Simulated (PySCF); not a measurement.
Members of one series of related molecules.

All values: PBE0/def2-SVPD (PySCF) at GFN2-xTB geometries, gas phase, one conformer each. Core orbitals are frozen in the response; Δα² is half the sum of the squared differences of the principal polarisabilities.

Question: Rank by mean static polarisability, highest first.
A. `O=CO[Si](O)(O)S[SiH3]`
B. `O=CO[Si](O)(O)C(F)F`
C. `C=N[Si](O)(O)OC=O`
D. `O=CN[Si](O)(O)OC=O`
E. `CC[Si](O)(O)OC=O`
F. `O=CO[Si](O)(O)O`

Answer: A (14.02 Å³), E (10.66 Å³), D (10.25 Å³), C (9.92 Å³), B (9.09 Å³), F (7.59 Å³).

Question: Rank by HOMO–LUMO gap, lowest first.
A. `O=CN[Si](O)(O)OC=O`
B. `O=CO[Si](O)(O)S[SiH3]`
C. `O=CO[Si](O)(O)O`
D. `C=N[Si](O)(O)OC=O`
E. `O=CO[Si](O)(O)C(F)F`

Answer: D (6.22 eV), B (7.15 eV), A (7.67 eV), E (8.12 eV), C (8.28 eV).

All values together:

```json
{"SMILES": "O=CO[Si](O)(O)S[SiH3]", "formula": "CH6O4SSi2", "μ (D)": "2.37", "HOMO (eV)": "-7.67", "LUMO (eV)": "-0.52", "α (Å³)": "14.02", "Δα (Å³)": "3.68", "electrons": "88", "α per electron (Å³)": "0.159"}
{"SMILES": "C[Si](O)(O)OC=O", "formula": "C2H6O4Si", "μ (D)": "1.14", "HOMO (eV)": "-8.57", "LUMO (eV)": "-0.35", "α (Å³)": "8.95", "Δα (Å³)": "1.37", "electrons": "64", "α per electron (Å³)": "0.140"}
{"SMILES": "C=N[Si](O)(O)OC=O", "formula": "C2H5NO4Si", "μ (D)": "2.32", "HOMO (eV)": "-7.49", "LUMO (eV)": "-1.28", "α (Å³)": "9.92", "Δα (Å³)": "3.24", "electrons": "70", "α per electron (Å³)": "0.142"}
{"SMILES": "O=CN[Si](O)(O)OC=O", "formula": "C2H5NO5Si", "μ (D)": "3.83", "HOMO (eV)": "-8.41", "LUMO (eV)": "-0.75", "α (Å³)": "10.25", "Δα (Å³)": "3.69", "electrons": "78", "α per electron (Å³)": "0.131"}
{"SMILES": "O=CO[Si](O)(O)O", "formula": "CH4O5Si", "μ (D)": "2.52", "HOMO (eV)": "-8.67", "LUMO (eV)": "-0.39", "α (Å³)": "7.59", "Δα (Å³)": "1.71", "electrons": "64", "α per electron (Å³)": "0.119"}
{"SMILES": "N#CC[Si](O)(O)OC=O", "formula": "C3H5NO4Si", "μ (D)": "1.66", "HOMO (eV)": "-8.97", "LUMO (eV)": "-0.75", "α (Å³)": "10.83", "Δα (Å³)": "3.97", "electrons": "76", "α per electron (Å³)": "0.142"}
{"SMILES": "O=CO[Si](O)(O)C(F)F", "formula": "C2H4F2O4Si", "μ (D)": "2.07", "HOMO (eV)": "-8.80", "LUMO (eV)": "-0.68", "α (Å³)": "9.09", "Δα (Å³)": "1.41", "electrons": "80", "α per electron (Å³)": "0.114"}
{"SMILES": "CC[Si](O)(O)OC=O", "formula": "C3H8O4Si", "μ (D)": "1.27", "HOMO (eV)": "-8.53", "LUMO (eV)": "-0.36", "α (Å³)": "10.66", "Δα (Å³)": "1.38", "electrons": "72", "α per electron (Å³)": "0.148"}
```

Conformers: `[O:1]=[CH:2][O:3][Si:4]([OH:5])([OH:6])[S:7][SiH3:8]` with O1–C2–O3–Si4 -3°, C2–O3–Si4–O5 152°, O3–Si4–O5–H -83°, O3–Si4–O6–H -48°, O3–Si4–S7–Si8 -64°; `[CH3:1][Si:2]([OH:3])([OH:4])[O:5][CH:6]=[O:7]` with C1–Si2–O3–H -73°, C1–Si2–O4–H -174°, C1–Si2–O5–C6 85°, Si2–O5–C6–O7 2°; `[CH2:1]=[N:2][Si:3]([OH:4])([OH:5])[O:6][CH:7]=[O:8]` with C1–N2–Si3–O4 -122°, N2–Si3–O4–H -75°, N2–Si3–O5–H -171°, N2–Si3–O6–C7 90°, Si3–O6–C7–O8 3°; `[O:1]=[CH:2][NH:3][Si:4]([OH:5])([OH:6])[O:7][CH:8]=[O:9]` with O1–C2–N3–Si4 -3°, C2–N3–Si4–O5 2°, N3–Si4–O5–H 1°, N3–Si4–O6–H -128°, N3–Si4–O7–C8 128°; `[O:1]=[CH:2][O:3][Si:4]([OH:5])([OH:6])[OH:7]` with O1–C2–O3–Si4 3°, O3–Si4–O5–H 80°, O3–Si4–O6–H 71°, O3–Si4–O7–H 41°; `[N:1]#[C:2][CH2:3][Si:4]([OH:5])([OH:6])[O:7][CH:8]=[O:9]` with C2–C3–Si4–O5 -163°, C3–Si4–O5–H -144°, C3–Si4–O6–H 52°, C3–Si4–O7–C8 136°, Si4–O7–C8–O9 -1°; `[O:1]=[CH:2][O:3][Si:4]([OH:5])([OH:6])[CH:7]([F:8])[F:9]` with O1–C2–O3–Si4 -7°, C2–O3–Si4–O5 -71°, O3–Si4–O5–H -172°, O3–Si4–O6–H -67°, O3–Si4–C7–F8 75°; `[CH3:1][CH2:2][Si:3]([OH:4])([OH:5])[O:6][CH:7]=[O:8]` with C1–C2–Si3–O4 -59°, C2–Si3–O4–H -176°, C2–Si3–O5–H -74°, C2–Si3–O6–C7 85°, Si3–O6–C7–O8 2°.

Q: How closely does the mean polarisability follow the number of electrons in this set?

A: The correlation coefficient is 0.80; α per electron runs from 0.114 to 0.159 Å³.
